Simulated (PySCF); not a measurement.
# Relaxation of triplet [WH5]-

All numbers come from PySCF, UPBE0, basis W def2-TZVPD with ECP60, H def2-TZVPD (scalar-relativistic core potentials, no spin–orbit coupling, density fitting). A (50,194) grid was used.

A start displaced from a saddle point along its imaginary mode, of C3v symmetry, held to at least that symmetry:

```xyz
6
charge -1 multiplicity 3, angstrom
W     0.0000    0.0000   -0.0018
H     0.0000    0.0000    1.8215
H     0.0000    0.0000   -1.8500
H     1.7332    0.0000    0.1200
H    -0.8666    1.5010    0.1200
H    -0.8666   -1.5010    0.1200
```

(1) What does it relax to?

(2) How much energy is released, and in how many steps?

## Answers

(1) It ends at C3v with W–H 1.726 Å (×3), W–H 1.788 Å, W–H 1.878 Å; H–W–H 74.6° (×3), H–W–H 105.4° (×3), H–W–H 113.2° (×3), H–W–H 180.0°. A frequency run shows 2 imaginary modes (one degenerate set), down to 210i cm⁻¹, so it is a higher-order saddle point. Other isomers or separated fragments may lie lower.

(2) 6.3 kJ/mol in 12 steps.

Other spin states or occupations of the open shell can lie lower. With an element this heavy the missing spin–orbit coupling can shift these numbers.

The relaxation took 18 s on 4 threads of a shared Intel Xeon 6975P-C (Granite Rapids) host, with 88 basis functions and 14 gradients; the process peaked at 1.3 GiB.
